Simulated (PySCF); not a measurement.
B(F)(GeH3)(OH) (BFGeH₄O), SMILES O[B](F)[GeH3].

Geometry: r2SCAN-D4/def2-SVP. Other conformers were not sampled.

Two levels are set side by side: TDA-PBE/def2-SVPD (PySCF) and TDA-PBE0/def2-SVPD (PySCF). Vertical, same geometry. The lowest singlet is HOMO→LUMO 77 %, HOMO−1→LUMO 21 % with PBE and HOMO→LUMO 93 % with the other functional; states are paired by order. Differences are taken from unrounded values.

| quantity | TDA-PBE0 |
|---|---|
| lowest singlet excitation (eV) | 6.94 |
| lowest triplet excitation (TDA) (eV) | 5.57 |
| first bright state (f over 0.05) (eV) | 7.64 |
| its oscillator strength | 0.13 |

Task: What does TDA-PBE give, and how far is it from TDA-PBE0? (Estimate from the structure and the level; the computed values follow.)

Result: 
```
quantity                               TDA-PBE  TDA-PBE minus TDA-PBE0
-------------------------------------  -------  ----------------------
lowest singlet excitation (eV)            6.54                   -0.41
lowest triplet excitation (TDA) (eV)      5.36                   -0.21
first bright state (f over 0.05) (eV)     6.84                   -0.80
its oscillator strength                   0.11                   -0.02
```

A lower first singlet is the usual sign of a functional without exact exchange. Differences between two approximate levels are no errors against the true value.

Rough cost on one machine, each run with all the roots and properties that it gave: TDA-PBE0 against TDA-PBE about 2 times.
